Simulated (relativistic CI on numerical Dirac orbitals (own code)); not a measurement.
**Radial parameters of In+**

Calculated at this level of theory: Dirac-Coulomb-Breit CI, KLI orbitals optimised for each configuration, model QED (radiative potential, 1s self-energy scaled to tabulated hydrogen-like ionisation energies), valence Slater integrals scaled by 0.85, P86 correlation energy added to each configuration (own radial code, finite nucleus).

Slater integrals F^k, G^k are unscaled and averaged over j, outside the closed core [Kr] 4d10; ζ comes from projecting the Hamiltonian with its Breit term on Σ l·s of the shell.

- 5s5p: G^1(5s,5p) = 43446, ζ(5p) = 2023.7 cm⁻¹; <r>(5s) = 2.483, <r^2>(5s) = 7.021, <r>(5p) = 3.2, <r^2>(5p) = 11.73 (bohr units).
- 5s6s: G^0(5s,6s) = 2240.3 cm⁻¹; <r>(5s) = 2.41, <r^2>(5s) = 6.611, <r>(6s) = 6.2, <r^2>(6s) = 42.74 (bohr units).
- 5p²: F^2(5p,5p) = 33175, ζ(5p) = 2057.3 cm⁻¹; <r>(5p) = 3.165, <r^2>(5p) = 11.47 (bohr units).

In this model ζ of a weakly bound d, f or g electron outside closed shells comes out too small, for d by up to a factor of two or three and at times with the wrong sign; that of an outer p electron is too small as well.

For a near-neutral ion this model can misplace configurations by up to about 10,000 cm⁻¹ (more where the count of f electrons changes) and terms by 10 to 25 % of their spread. Rates follow the energies as ν³ (E1, M1) or ν⁵ (E2), so they and the lifetimes can be off by large factors. The fine structure of a lone outer electron comes out too small, for d and f at times inverted, and misplaced configurations move strength between like terms. 17 of the 19 excited levels that our extract of the measured tables holds in this range could be paired (the sources list more); they are missed by 4338 cm⁻¹ on average and 5181 at most, and levels without a partner can miss by more.

Averages of the first 10 configurations, taken without configuration mixing, which lowers the lowest level and can move excited configurations by several eV; other configurations of the list can lie among them:

```json
{"Configuration": "5s²", "Parity": "even", "States": "1", "Average energy above the lowest level (eV)": "0.5"}
{"Configuration": "5s5p", "Parity": "odd", "States": "12", "Average energy above the lowest level (eV)": "5.8"}
{"Configuration": "5s6s", "Parity": "even", "States": "4", "Average energy above the lowest level (eV)": "11.2"}
{"Configuration": "5p²", "Parity": "even", "States": "15", "Average energy above the lowest level (eV)": "12.8"}
{"Configuration": "5s5d", "Parity": "even", "States": "20", "Average energy above the lowest level (eV)": "12.2"}
{"Configuration": "5s6p", "Parity": "odd", "States": "12", "Average energy above the lowest level (eV)": "12.9"}
{"Configuration": "5d²", "Parity": "even", "States": "45", "Average energy above the lowest level (eV)": "26.3"}
{"Configuration": "5s7s", "Parity": "even", "States": "4", "Average energy above the lowest level (eV)": "14.5"}
{"Configuration": "5s4f", "Parity": "odd", "States": "28", "Average energy above the lowest level (eV)": "15.0"}
{"Configuration": "5s6d", "Parity": "even", "States": "20", "Average energy above the lowest level (eV)": "14.9"}
```
